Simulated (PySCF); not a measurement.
A calculated (UHF, PySCF 2.14, aug-cc-pVDZ-DK, scalar relativity by spin-free X2C-1e) atom or ion has these occupied shells.

```csv
shell,electrons,orbital energy (eV),"rms radius, mean of both spins (bohr)"
1s α,1,-324.59,0.311
1s β,1,-323.77,0.311
2s α,1,-33.343,1.62
2s β,1,-29.643,1.62
2p α,1,-24.833,1.65
```

Name the element and its charge.

C⁺ (carbon, charge +1), in [He] 2s2 2p1, 2P determinant.
